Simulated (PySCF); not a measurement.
C2H7O, SMILES C[OH+]C, charge +1. Atoms are numbered in the order given.

```xyz
10

C      0.0233    -0.2500     1.2735
O     -0.1165     0.5148     0.0000
C      0.0233    -0.2500    -1.2735
H      1.0133    -0.6979     1.3048
H     -0.7673    -0.9922     1.2499
H     -0.1359     0.4715     2.0683
H      0.4320     1.3189     0.0000
H     -0.1359     0.4715    -2.0683
H     -0.7673    -0.9922    -1.2499
H      1.0133    -0.6979    -1.3048
```
Charge +1, spin multiplicity 1.

Coordinates come from a B3LYP-D3(BJ)/def2-TZVP optimisation. The isomer is the one that the SMILES or the coordinates give; other isomers of the formula were not compared.

Calculation: ωB97X/def2-TZVPD in PySCF.

Gas-phase values at a fixed geometry.

* **total energy**: -155.35757 hartree
* **point group**: Cs
* **highest occupied level**: -18.60 eV
* **lowest empty level**: -3.50 eV
* **orbital gap**: 15.10 eV
* **dipole moment about the centre of nuclear charge**: 1.16 D
* **mean static polarisability**: 28.3 bohr³ (4.20 Å³)
* **polarisability, principal values**: 25.2, 27.0, 32.7 bohr³
